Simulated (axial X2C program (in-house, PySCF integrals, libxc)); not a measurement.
## Outer orbitals of SiGe⁻ at 2.239 Å, PBE0

All values were computed with an axial X2C code built on PySCF integrals. Spin-free means the one-electron spin-free X2C Hamiltonian; two-component (2c) means X2C with spin–orbit coupling and atomic mean-field two-electron Coulomb and Gaunt terms, so the difference of the two also holds small scalar two-electron terms. Basis: Ge dyall-acv3z [10s10p8d5f1g], Si dyall-av3z [9s8p3d2f] (cores contracted in-house); Gaussian nuclei, density fitting, unrestricted open shells. Masses: Ge 73.921 u, Si 27.977 u.

The distance is close to the 2c PBE0 minimum; the highest filled and lowest empty levels are listed.

Spin-free orbitals, state M_S = 1/2, Λ = 1 (beyond evenly filled blocks: π+α, π+β, π-α) (Löwdin shares):

```json
{"symmetry": "δ+α", "occupied": "yes", "ε (eV)": "-26.94", "atomic character": "100% Ge d"}
{"symmetry": "δ-α", "occupied": "yes", "ε (eV)": "-26.94", "atomic character": "100% Ge d"}
{"symmetry": "δ+β", "occupied": "yes", "ε (eV)": "-26.91", "atomic character": "100% Ge d"}
{"symmetry": "δ-β", "occupied": "yes", "ε (eV)": "-26.89", "atomic character": "100% Ge d"}
{"symmetry": "π+α", "occupied": "yes", "ε (eV)": "-26.79", "atomic character": "100% Ge d"}
{"symmetry": "π-α", "occupied": "yes", "ε (eV)": "-26.79", "atomic character": "100% Ge d"}
{"symmetry": "π+β", "occupied": "yes", "ε (eV)": "-26.77", "atomic character": "100% Ge d"}
{"symmetry": "σα", "occupied": "yes", "ε (eV)": "-26.77", "atomic character": "100% Ge d"}
{"symmetry": "σβ", "occupied": "yes", "ε (eV)": "-26.76", "atomic character": "100% Ge d"}
{"symmetry": "π-β", "occupied": "yes", "ε (eV)": "-26.76", "atomic character": "100% Ge d"}
{"symmetry": "σα", "occupied": "yes", "ε (eV)": "-9.47", "atomic character": "44% Ge s, 31% Si s, 10% Si p"}
{"symmetry": "σβ", "occupied": "yes", "ε (eV)": "-8.88", "atomic character": "45% Ge s, 30% Si s, 10% Si p"}
{"symmetry": "σα", "occupied": "yes", "ε (eV)": "-5.15", "atomic character": "34% Si s, 23% Ge s, 18% Ge p"}
{"symmetry": "σβ", "occupied": "yes", "ε (eV)": "-4.78", "atomic character": "35% Si s, 22% Ge s, 19% Ge p"}
{"symmetry": "π+α", "occupied": "yes", "ε (eV)": "-0.83", "atomic character": "46% Si p, 44% Ge p, 4% Ge d"}
{"symmetry": "π-α", "occupied": "yes", "ε (eV)": "-0.83", "atomic character": "46% Si p, 44% Ge p, 4% Ge d"}
{"symmetry": "σα", "occupied": "yes", "ε (eV)": "-0.61", "atomic character": "40% Si p, 38% Ge p, 8% Si s"}
{"symmetry": "σβ", "occupied": "yes", "ε (eV)": "-0.48", "atomic character": "41% Si p, 39% Ge p, 8% Ge s"}
{"symmetry": "π+β", "occupied": "yes", "ε (eV)": "-0.28", "atomic character": "45% Ge p, 45% Si p, 3% Si d"}
{"symmetry": "π-β", "occupied": "no", "ε (eV)": "1.29", "atomic character": "46% Ge p, 46% Si p, 3% Si d"}
{"symmetry": "σβ", "occupied": "no", "ε (eV)": "2.60", "atomic character": "52% Ge p, 39% Si p, 4% Si s"}
{"symmetry": "σα", "occupied": "no", "ε (eV)": "2.60", "atomic character": "52% Ge p, 40% Si p, 4% Si s"}
{"symmetry": "π+α", "occupied": "no", "ε (eV)": "2.89", "atomic character": "36% Ge p, 26% Si p, 18% Ge d"}
{"symmetry": "π-α", "occupied": "no", "ε (eV)": "2.89", "atomic character": "36% Ge p, 26% Si p, 18% Ge d"}
```

Spinors with spin–orbit coupling (state Ω = 3/2):

```json
{"ω": "-3/2", "occupied": "yes", "ε (eV)": "-27.24", "atomic character": "100% Ge d", "λ mixture": "88% δ, 12% π"}
{"ω": "3/2", "occupied": "yes", "ε (eV)": "-27.21", "atomic character": "100% Ge d", "λ mixture": "86% δ, 14% π"}
{"ω": "-1/2", "occupied": "yes", "ε (eV)": "-27.10", "atomic character": "100% Ge d", "λ mixture": "63% π, 37% σ"}
{"ω": "1/2", "occupied": "yes", "ε (eV)": "-27.09", "atomic character": "100% Ge d", "λ mixture": "60% π, 40% σ"}
{"ω": "5/2", "occupied": "yes", "ε (eV)": "-26.72", "atomic character": "100% Ge d", "λ mixture": "100% δ"}
{"ω": "-5/2", "occupied": "yes", "ε (eV)": "-26.67", "atomic character": "100% Ge d", "λ mixture": "100% δ"}
{"ω": "3/2", "occupied": "yes", "ε (eV)": "-26.59", "atomic character": "100% Ge d", "λ mixture": "86% π, 14% δ"}
{"ω": "-3/2", "occupied": "yes", "ε (eV)": "-26.56", "atomic character": "100% Ge d", "λ mixture": "88% π, 12% δ"}
{"ω": "-1/2", "occupied": "yes", "ε (eV)": "-26.55", "atomic character": "100% Ge d", "λ mixture": "63% σ, 37% π"}
{"ω": "1/2", "occupied": "yes", "ε (eV)": "-26.55", "atomic character": "100% Ge d", "λ mixture": "60% σ, 40% π"}
{"ω": "1/2", "occupied": "yes", "ε (eV)": "-9.46", "atomic character": "44% Ge s, 31% Si s, 10% Si p", "λ mixture": "100% σ"}
{"ω": "-1/2", "occupied": "yes", "ε (eV)": "-8.88", "atomic character": "46% Ge s, 30% Si s, 10% Si p", "λ mixture": "100% σ"}
{"ω": "1/2", "occupied": "yes", "ε (eV)": "-5.15", "atomic character": "34% Si s, 23% Ge s, 18% Ge p", "λ mixture": "100% σ"}
{"ω": "-1/2", "occupied": "yes", "ε (eV)": "-4.77", "atomic character": "35% Si s, 22% Ge s, 19% Ge p", "λ mixture": "100% σ"}
{"ω": "-1/2", "occupied": "yes", "ε (eV)": "-0.86", "atomic character": "45% Si p, 44% Ge p, 4% Si d", "λ mixture": "99% π, 1% σ"}
{"ω": "3/2", "occupied": "yes", "ε (eV)": "-0.80", "atomic character": "47% Si p, 42% Ge p, 4% Ge d", "λ mixture": "100% π"}
{"ω": "1/2", "occupied": "yes", "ε (eV)": "-0.61", "atomic character": "40% Si p, 39% Ge p, 8% Si s", "λ mixture": "98% σ, 2% π"}
{"ω": "-1/2", "occupied": "yes", "ε (eV)": "-0.47", "atomic character": "41% Si p, 38% Ge p, 8% Si s", "λ mixture": "99% σ, 1% π"}
{"ω": "1/2", "occupied": "yes", "ε (eV)": "-0.30", "atomic character": "46% Ge p, 44% Si p, 3% Si d", "λ mixture": "98% π, 2% σ"}
{"ω": "-3/2", "occupied": "no", "ε (eV)": "1.32", "atomic character": "46% Ge p, 46% Si p, 3% Si d", "λ mixture": "100% π"}
{"ω": "-1/2", "occupied": "no", "ε (eV)": "2.67", "atomic character": "56% Ge p, 39% Si p, 2% Si s", "λ mixture": "100% σ"}
{"ω": "1/2", "occupied": "no", "ε (eV)": "2.67", "atomic character": "55% Ge p, 39% Si p, 2% Si s", "λ mixture": "100% σ"}
{"ω": "-1/2", "occupied": "no", "ε (eV)": "2.88", "atomic character": "36% Ge p, 27% Si p, 18% Ge d", "λ mixture": "100% π"}
```

**Question.** How does the gap between the highest filled and lowest empty level change from the spin-free to the 2c table?

**Answer.** From 1.57 to 1.62 eV at PBE0, a change of 0.05 eV.

Mulliken charges and populations of the two-component result (they depend on the basis, above all on diffuse functions):

Ge -0.44 e (s 7.91 p 14.46 d 10.07 f 0.01), Si -0.56 e (s 5.90 p 8.57 d 0.08 f 0.01). ⟨Lz⟩ = 1.00 ħ and ⟨Sz⟩ = 0.50 ħ (0.22 and 0.28 on the two atoms), which add up to Ω.

One determinant describes the state; a PBE0 search over occupations chose it and may have missed a lower one. Density functionals use the spin component along the axis (collinear). PBE0 can misorder states that lie within some tenths of an eV, so this need not be the ground state of the molecule. The nearest other spin-free determinant of the search, M_S = 1/2, Λ = 0, lies 0.10 eV up at the distance of the search. The functionals have no current-density term, which raises determinants with orbital currents, atoms included.
